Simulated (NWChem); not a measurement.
All runs are NWChem calculations. System: F$_{4}$Ti, charge 0, spin multiplicity 1, displaced from the optimised geometry. The structure started from a generated list of species.

Job file:

```
start mol
memory heap 200 mb stack 900 mb global 1100 mb
geometry units angstroms nocenter noautoz
  Ti     0.000000     0.000000    -0.000001
  F      1.452743     0.000000     1.027265
  F     -1.452743     0.000000     1.027265
  F      0.000000    -1.452741    -1.027264
  F      0.000000     1.452741    -1.027264
  symmetry group C2v
end
basis spherical
  * library def2-svp
end
dft
  xc becke88 lyp
  semidirect memsize 60000000 filesize 0
  iterations 100
  convergence nodiis damp 40
end
task dft gradient
```

The output up to the point where the run's verdict is printed (cleaned and shortened):

```
             Northwest Computational Chemistry Package (NWChem) 7.3.0
             --------------------------------------------------------

                                NWChem Input Module
                                -------------------

 Scaling coordinates for geometry "geometry" by  1.889725989
 (inverse scale =  0.529177249)

 Turning off AUTOSYM since
 SYMMETRY directive was detected!

                             Geometry "geometry" -> ""
                             -------------------------

 Output coordinates in angstroms (scale by  1.889725989 to convert to a.u.)

  No.       Tag          Charge          X              Y              Z
 ---- ---------------- ---------- -------------- -------------- --------------
    1 Ti                  22.0000     0.00000000     0.00000000    -0.00000100
    2 F                    9.0000     1.45274300     0.00000000     1.02726500
    3 F                    9.0000    -1.45274300     0.00000000     1.02726500
    4 F                    9.0000     0.00000000    -1.45274100    -1.02726400
    5 F                    9.0000     0.00000000     1.45274100    -1.02726400

 Effective nuclear repulsion energy (a.u.)     324.0681808661

            Nuclear Dipole moment (a.u.)
            ----------------------------
        X                 Y               Z
 ---------------- ---------------- ----------------
     0.0000000000     0.0000000000    -0.0000075589

      Symmetry information
      --------------------

 Group name             C2v
 Group number             16
 Group order               4
 No. of unique centers     3

      Symmetry unique atoms

     1    2    4


 Summary of "ao basis" -> "" (spherical)
 ------------------------------------------------------------------------------
       Tag                 Description            Shells   Functions and Types
 ---------------- ------------------------------  ------  ---------------------
 *                          def2-svp                  on all atoms

                                 NWChem DFT Module
                                 -----------------
[...]
 d= 0,ls=0.5         52  -1128.4613863009  5.10D+01  2.08D-01               4.0
 d= 0,ls=0.5         53  -1179.4751378128 -5.10D+01  2.08D-01               4.0
 d= 0,ls=0.5         54  -1128.4613863009  5.10D+01  2.08D-01               4.1
 d= 0,ls=0.5         55  -1179.4751378128 -5.10D+01  2.08D-01               4.1
 d= 0,ls=0.5         56  -1128.4613863009  5.10D+01  2.08D-01               4.2
 d= 0,ls=0.5         57  -1179.4751378128 -5.10D+01  2.08D-01               4.3
 d= 0,ls=0.5         58  -1128.4613863009  5.10D+01  2.08D-01               4.3
 d= 0,ls=0.5         59  -1179.4751378128 -5.10D+01  2.08D-01               4.4
 d= 0,ls=0.5         60  -1128.4613863009  5.10D+01  2.08D-01               4.5
 d= 0,ls=0.5         61  -1179.4751378128 -5.10D+01  2.08D-01               4.5
 d= 0,ls=0.5         62  -1128.4613863009  5.10D+01  2.08D-01               4.6
 d= 0,ls=0.5         63  -1179.4751378128 -5.10D+01  2.08D-01               4.7
 d= 0,ls=0.5         64  -1128.4613863009  5.10D+01  2.08D-01               4.7
 d= 0,ls=0.5         65  -1179.4751378128 -5.10D+01  2.08D-01               4.8
 d= 0,ls=0.5         66  -1128.4613863009  5.10D+01  2.08D-01               4.8
 d= 0,ls=0.5         67  -1179.4751378128 -5.10D+01  2.08D-01               4.9
 d= 0,ls=0.5         68  -1128.4613863009  5.10D+01  2.08D-01               5.0
 d= 0,ls=0.5         69  -1179.4751378128 -5.10D+01  2.08D-01               5.0
 d= 0,ls=0.5         70  -1128.4613863009  5.10D+01  2.08D-01               5.1
 d= 0,ls=0.5         71  -1179.4751378128 -5.10D+01  2.08D-01               5.2
 d= 0,ls=0.5         72  -1128.4613863009  5.10D+01  2.08D-01               5.2
 d= 0,ls=0.5         73  -1179.4751378128 -5.10D+01  2.08D-01               5.3
 d= 0,ls=0.5         74  -1128.4613863009  5.10D+01  2.08D-01               5.4
 d= 0,ls=0.5         75  -1179.4751378128 -5.10D+01  2.08D-01               5.4
 d= 0,ls=0.5         76  -1128.4613863009  5.10D+01  2.08D-01               5.5
 d= 0,ls=0.5         77  -1179.4751378128 -5.10D+01  2.08D-01               5.6
 d= 0,ls=0.5         78  -1128.4613863009  5.10D+01  2.08D-01               5.6
 d= 0,ls=0.5         79  -1179.4751378128 -5.10D+01  2.08D-01               5.7
 d= 0,ls=0.5         80  -1128.4613863009  5.10D+01  2.08D-01               5.7
 d= 0,ls=0.5         81  -1179.4751378128 -5.10D+01  2.08D-01               5.8
 d= 0,ls=0.5         82  -1128.4613863009  5.10D+01  2.08D-01               5.9
 d= 0,ls=0.5         83  -1179.4751378128 -5.10D+01  2.08D-01               5.9
 d= 0,ls=0.5         84  -1128.4613863009  5.10D+01  2.08D-01               6.0
 d= 0,ls=0.5         85  -1179.4751378128 -5.10D+01  2.08D-01               6.1
 d= 0,ls=0.5         86  -1128.4613863009  5.10D+01  2.08D-01               6.1
 d= 0,ls=0.5         87  -1179.4751378128 -5.10D+01  2.08D-01               6.2
 d= 0,ls=0.5         88  -1128.4613863009  5.10D+01  2.08D-01               6.3
 d= 0,ls=0.5         89  -1179.4751378128 -5.10D+01  2.08D-01               6.3
 d= 0,ls=0.5         90  -1128.4613863009  5.10D+01  2.08D-01               6.4
 d= 0,ls=0.5         91  -1179.4751378128 -5.10D+01  2.08D-01               6.4
 d= 0,ls=0.5         92  -1128.4613863009  5.10D+01  2.08D-01               6.5
 d= 0,ls=0.5         93  -1179.4751378128 -5.10D+01  2.08D-01               6.6
 d= 0,ls=0.5         94  -1128.4613863009  5.10D+01  2.08D-01               6.6
 d= 0,ls=0.5         95  -1179.4751378128 -5.10D+01  2.08D-01               6.7
 d= 0,ls=0.5         96  -1128.4613863009  5.10D+01  2.08D-01               6.8
 d= 0,ls=0.5         97  -1179.4751378128 -5.10D+01  2.08D-01               6.8
 d= 0,ls=0.5         98  -1128.4613863009  5.10D+01  2.08D-01               6.9
 d= 0,ls=0.5         99  -1179.4751378128 -5.10D+01  2.08D-01               7.0
 d= 0,ls=0.5        100  -1128.4613863009  5.10D+01  2.08D-01               7.0
```

Convergence was not reached. The next line reads: Calculation failed to converge. NWChem stopped with the message: dft gradient failed.
